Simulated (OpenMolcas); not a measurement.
**Au5+ in a point-charge field**

Au5+ among 4 point charges of -1.5 e arranged as a tetrahedron (Td), 1.91 Å from the ion.
```
   1.1027    1.1027    1.1027  -1.50
   1.1027   -1.1027   -1.1027  -1.50
  -1.1027    1.1027   -1.1027  -1.50
  -1.1027   -1.1027    1.1027  -1.50
```

```json
{"Program": "OpenMolcas 26.06", "Method": "SS-CASPT2, IPEA 0.25 Eh, imaginary shift 0.1 Eh (closed shells correlated: 4f 5s 5p)", "Basis": "ANO-RCC-VTZP [8s7p5d3f1g]", "Scalar Hamiltonian": "DKH2, point nucleus", "Active space": "6 electrons in 5 orbitals (5d)", "State averaging": "2S+1 = 5 even, 5 roots; 2S+1 = 3 even, 45 roots; 2S+1 = 1 even, 50 roots", "Spin-orbit coupling": "RASSI with atomic mean-field integrals over the reference wave functions"}
```

The lowest spin-free states (labels of Td), above the lowest:

```tsv
State	Degeneracy	E (cm-1)	Free-ion L (%)
5E	2	0	D (100)
5T2	3	2300	D (100)
3T1	3	19010	H (83)
3E	2	19620	H (98)
3T1	3	20610	H (66)
3T2	3	20620	H (85)
3A2	1	21730	F (100)
3T1	3	22150	H (38)
3A1	1	22800	G (100)
3T2	3	22940	F (78)
3E	2	24040	G (96)
3T1	3	24200	G (61)
3T1	3	25110	P (38)
3T2	3	25840	G (92)
1E	2	28530	I (93)
1T2	3	28650	I (80)
3E	2	28670	D (97)
1A2	1	29300	I (100)
1T2	3	29670	G (50)
3T2	3	29720	D (99)
```

The lowest levels with spin-orbit coupling:

```
E (cm-1)  Degeneracy  Label      2S+1
       0           1     A1  5 (77 %)
     110           3     T1  5 (76 %)
     130           2      E  5 (75 %)
     310           3     T2  5 (73 %)
    7240           2      E  5 (50 %)
    7570           3     T2  5 (53 %)
    8930           1     A2  5 (90 %)
   10170           3     T2  5 (85 %)
   10740           3     T1  5 (88 %)
   13910           1     A1  5 (68 %)
   14190           3     T1  5 (77 %)
   18650           3     T2  3 (60 %)
   19700           2      E  3 (63 %)
   19990           3     T1  3 (64 %)
   20350           1     A1  3 (64 %)
   24970           3     T1         3
   25000           2      E         3
   25120           3     T2         3
   25150           3     T1         3
   25240           1     A1  3 (85 %)
```

Electric-dipole absorption from the lowest level at this geometry, strongest bands:

```
E (cm-1)  λ (nm)  Label         f
    7570    1320     T2  7.72e-06
   18650     536     T2  1.72e-05
   25280     396     T2  1.37e-06
   25860     387     T2  4.48e-06
   28060     356     T2  4.08e-06
   30840     324     T2  1.54e-06
   39760     252     T2  2.78e-06
   40830     245     T2  1.35e-06
   42390     236     T2  1.02e-05
   47720     210     T2  2.39e-06
   53710     186     T2  2.18e-06
```

Powder χT (cm3 K/mol): 0.129 at 2 K, 0.645 at 10 K, 3.09 at 50 K, 4.36 at 100 K, 4.85 at 200 K, 4.96 at 300 K. The effective moment at 300 K is 2.828 √(χT) = 6.30 μB.

Roots that are degenerate in the reference are averaged as groups; the widest CASPT2 spread within a group is 230 cm-1 (the 3-fold group of multiplicity 3 near 49300 cm-1 above the lowest state of its run). Shifts and gaps below about the spread of the groups concerned are not significant. Spin-orbit coupling mixes the spin-free states strongly: the lowest level takes only 52 % from its leading state, 5E. An orbital doublet at a regular site is open to a Jahn-Teller distortion, which this geometry leaves out. Point charges give a weaker field than real ligands, and real ions of this kind are as a rule low spin; the high spin found here belongs to the model. The ground term spreads over less than 5000 cm-1, several times less than with real ligands, so orbital moments are less quenched and χT lies further from the spin-only value than at real sites. Free-ion shares, where given, are those of the reference states; single-state CASPT2 does not remix them. This is an electrostatic model: the charges have no orbitals. No measured value stands beside these numbers.

The CASPT2 steps took 71 s on 1 thread of Arm Neoverse V1, with other jobs on the host; the integral step is not counted.
